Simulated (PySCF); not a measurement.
Species: C₅H₃FO.
Numbering: `[CH:1]#[C:2][C:3](=[O:4])/[CH:5]=[CH:6]/[F:7]` (hydrogens: H8 on C1; H9 on C5; H10 on C6)

Torsions of this conformer, `[CH:1]#[C:2][C:3](=[O:4])/[CH:5]=[CH:6]/[F:7]`: C2–C3–C5–C6 180°.

The closed-shell ground state was solved at several levels (PySCF, density fitting, gas phase, non-relativistic). The structure is a single GFN2-xTB conformer in the gas phase; no vibrational or solvent corrections.

```
              level  basis functions  total energy (Eh)  HOMO (eV)  LUMO (eV)  gap (eV)  dipole (D)
        B3LYP/pcJ-1              219          -367.3049      -7.84      -2.66      5.18        2.26
CAM-B3LYP/def2-SVPD              170          -366.8818      -9.69      -1.50      8.19        2.39
```

(1) Estimate the row for PBE0/pcSseg-1, a basis of 134 functions; the other rows only guide the guess.

(2) Over all these levels, which gives the widest orbital gap and which the narrowest?

(3) How far do the dipole and the HOMO energy spread over the levels?

Results:

(1) Total energy -366.8485 Eh, HOMO -8.14 eV, LUMO -2.48 eV, gap 5.66 eV, dipole 2.24 D.

(2) CAM-B3LYP/def2-SVPD (range-separated hybrid) has the widest, 8.19 eV, and B3LYP/pcJ-1 (global hybrid, 20 % exact exchange) the narrowest, 5.18 eV. Functional and basis both differ between the two, so the spread mixes both effects.

(3) The dipole runs from 2.24 to 2.39 D (mean 2.30 D) and the HOMO from -9.69 to -7.84 eV.
